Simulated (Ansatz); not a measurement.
Reaction (formal exchange of groups at the Se–Al bond): `N[SiH2][AlH][SeH]` + `CBO` → `CB(O)[SeH]` + `N[SiH2][AlH2]`

Program: Ansatz. Geometries: PBE0-D4/def2-TZVP. ΔE: electronic, gas phase. CCSD(T)/CBS adds triple-zeta CCSD(T) − MP2 to the extrapolated MP2 energy (def2 sets, frozen cores). For Se outer-core shells are correlated without core-valence functions, which leaves a few kJ/mol of doubt a bond. Scalar relativity is left out up to krypton. One conformer a species, not always the lowest.

`N[SiH2][AlH][SeH]`:

```xyz
10

N    -0.325   -1.867   -0.675
Si   -0.294   -0.989    0.823
Al    0.242    1.402    0.571
Se    0.584    1.970   -1.662
H     0.543   -1.988   -1.174
H    -1.068   -1.667   -1.327
H     0.708   -1.653    1.707
H    -1.634   -1.153    1.457
H     0.386    2.564    1.644
H     0.857    3.382   -1.363
```

`CBO`:

```xyz
8

C     0.443   -0.239    0.872
B    -0.307   -0.081   -0.486
O    -0.328    1.129   -1.099
H     0.905    0.686    1.222
H     1.217   -1.010    0.788
H    -0.246   -0.602    1.643
H    -0.872   -1.008   -1.012
H    -0.813    1.124   -1.927
```

`CB(O)[SeH]`:

Cartesian coordinates in Å:
```
C 1.031 -0.285 -0.556
B -0.294 0.130 0.175
O -1.344 -0.716 0.341
Se -0.467 1.940 0.890
H 1.495 -1.136 -0.046
H 1.774 0.512 -0.611
H 0.815 -0.609 -1.580
H -1.188 -1.586 -0.036
H -1.822 1.750 1.423
```

`N[SiH2][AlH2]`:

```xyz
9

N    -1.483   -0.614    0.482
Si   -0.257   -0.288   -0.696
Al    1.543    1.022    0.343
H    -1.211   -0.835    1.426
H    -2.311   -1.126    0.223
H    -0.897    0.460   -1.818
H     0.327   -1.509   -1.350
H     2.618    1.793   -0.539
H     1.672    1.098    1.930
```

```json
{"species": "`N[SiH2][AlH][SeH]`", "HF/CBS(def2) energy (Eh)": "-2988.81970"}
{"species": "`CBO`", "HF/CBS(def2) energy (Eh)": "-140.44905"}
{"species": "`CB(O)[SeH]`", "HF/CBS(def2) energy (Eh)": "-2540.38006"}
{"species": "`N[SiH2][AlH2]`", "HF/CBS(def2) energy (Eh)": "-588.86099"}
```

(1) Work out ΔE.

Largest T1 diagnostic among the species: 0.012.

Results:

(1) ΔE = (-2540.38006) + (-588.86099) − (-2988.81970) − (-140.44905) = 0.02770 Eh = +72.7 kJ/mol. CCSD(T)/CBS gives +69.5 kJ/mol.

In def2-TZVPP, CCSD(T) changes the Hartree–Fock value by −6.3 kJ/mol (the triples alone add −0.3 kJ/mol) and MP2 by −5.6 kJ/mol.
